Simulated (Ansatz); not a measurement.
A nudged elastic band was laid between two geometries of CH7AlB2Se (12 atoms, charge 0, multiplicity 1).

The calculation used Ansatz 0.2.0, RKS B3LYP/def2-SVP.

```yaml
movable_images: 5
climbing_image: yes
spring: 5.0 eV/Å²
optimiser: quadratic models (default)
start_path: through a guess of the saddle point
force_threshold: 0.05 eV/Å
iteration_limit: 60
end_points: relaxed
```

Image 0:

```xyz
12
Properties=species:S:1:pos:R:3
B 0.875 0.761 1.128
B -0.571 0.476 0.664
C -1.989 0.146 0.184
Al 1.361 -0.933 -0.152
Se 1.633 -0.757 -2.473
H 1.277 0.301 2.177
H 1.562 1.532 0.487
H -2.736 0.874 0.541
H -2.027 0.112 -0.920
H -2.288 -0.858 0.540
H 1.802 -2.357 0.391
H 1.177 0.647 -2.533
```

Image 6:

```xyz
12
Properties=species:S:1:pos:R:3
B 0.881 0.854 1.060
B -0.563 0.556 0.597
C -1.981 0.204 0.133
Al 1.353 -0.967 -0.034
Se 1.609 -1.040 -2.364
H 1.604 1.531 0.350
H 1.251 0.506 2.161
H -2.317 -0.721 0.639
H -2.709 1.000 0.357
H -2.003 -0.005 -0.952
H 1.796 -2.325 0.657
H 1.156 0.352 -2.569
```

What changes between the two ends?

No bond is made or broken.

Give the energies along the band, and the barrier.

The run converged. The highest image is number 3 of 0 to 6, 106.8 kJ/mol above the ends, which have the same energy within 2 meV. A vibrational analysis at the climbing image gives one clearly imaginary mode, 460i cm⁻¹, and a faint second one (33i cm⁻¹) that may be numerical noise or a soft torsion: probably a first-order saddle point.

| image | path coordinate (Å) | energy (kJ/mol) |
| --- | --- | --- |
| 0 | 0.00 | 0.0 |
| 1 | 3.19 | 2.1 |
| 2 | 6.37 | 30.4 |
| 3 | 9.56 | 106.8 |
| 4 | 12.23 | 51.1 |
| 5 | 14.91 | 7.7 |
| 6 | 17.58 | 0.0 |

What is the geometry of the highest image?


```xyz
12
Properties=species:S:1:pos:R:3
B 0.386 0.825 2.043
B -0.098 0.339 0.422
C -1.572 0.626 -0.012
Al 1.264 -0.711 -0.884
Se 0.387 -1.903 -2.708
H 1.479 0.598 2.509
H -0.376 1.432 2.766
H -2.096 -0.226 0.491
H -2.028 1.526 0.436
H -1.833 0.554 -1.079
H 2.850 -0.764 -0.774
H 1.713 -2.353 -3.175
```

Time of the run: 13 min on 2 threads of Arm Neoverse V1, with other jobs on the host, peak memory 0.34 GiB.
